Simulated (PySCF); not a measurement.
C5H12OSSi.
Bonds: C1–O2, O2–C3, C3–Si4, Si4–S5, S5–C6, C6–C7, C7–C8, C6–C8. Hydrogens: H9, H10, H11 on C1; H12, H13 on C3; H14, H15 on Si4; H16 on C6; H17, H18 on C7; H19, H20 on C8.

NICS = −σ at a ghost point: NICS(0) at the centroid of the ring atoms, NICS(1) 1 Å to either side along the normal of their mean plane, zz for the tensor component along that normal. Level: GIAO PBE0/pcSseg-1 (PySCF, non-relativistic, gas phase) on the GFN2-xTB geometry, one conformer.

Ring bond lengths (Å), with Mayer bond orders in brackets: C6–C7 1.496 (0.91), C7–C8 1.498 (0.98), C8–C6 1.494 (0.95).

Task: Give the NICS values of each ring in ppm.

Result: 
| ring | type | NICS(0) | NICS(1), two faces | NICS(1)zz, two faces | rms pucker (Å) | centre to ring atoms, mean (Å) |
| --- | --- | --- | --- | --- | --- | --- |
| C6–C7–C8 | 3-membered carbocycle; formal bonds all single | -44.0 | -8.2 / -9.1 | -19.9 / -24.4 | 0.00 | 0.86 |

Task: What can be read from them?

Result: 
- C6–C7–C8: mean NICS(1)zz -22.1 ppm, shielded. C6, C7, C8 have four or more neighbours, and the NICS criterion for π rings isn't applied. The two faces differ by 4.5 ppm, so no symmetry operation interchanges them. NICS(0) lies 35 ppm below the mean NICS(1).

Task: What field does 1 T along the ring normal induce along that normal at the first NICS(1) probe listed for ring C6–C7–C8, 1 Å off the ring?

Result: NICSzz × B0 = -19.9 ppm × 1 T = -20 μT, against the applied field.

Shape of the structure used: `[CH3:1][O:2][CH2:3][SiH2:4][S:5][CH:6]1[CH2:7][CH2:8]1`: C1–O2–C3–Si4 -179°, O2–C3–Si4–S5 175°, C3–Si4–S5–C6 178°, Si4–S5–C6–C7 78°.
